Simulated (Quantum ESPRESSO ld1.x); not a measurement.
Species: the cobalt ion Co4+. Configuration: [Ne] 3s2 3p4 3d7 (not the ground configuration). Method: Dirac Kohn-Sham, PBE, spin-unpolarised, spherical densities, point nucleus; open shells are shared between the two j in proportion to 2j + 1; computed with ld1.x of Quantum ESPRESSO 7.5.

Spin-orbit splittings of the eigenvalues, e(l+1/2) - e(l-1/2), with zeta = 2 splitting/(2l+1) and mean radii in bohr:

shell  occ.  splitting (eV)  zeta (eV)  <r> j=l-1/2  <r> j=l+1/2
2p        6           14.89      9.927       0.2224       0.2256
3p        4           1.970      1.313       0.7835       0.7919
3d        7               ?          ?       0.8706       0.8736

Estimate the 3d splitting.

Answer. 0.2476 eV (zeta = 0.09905 eV).
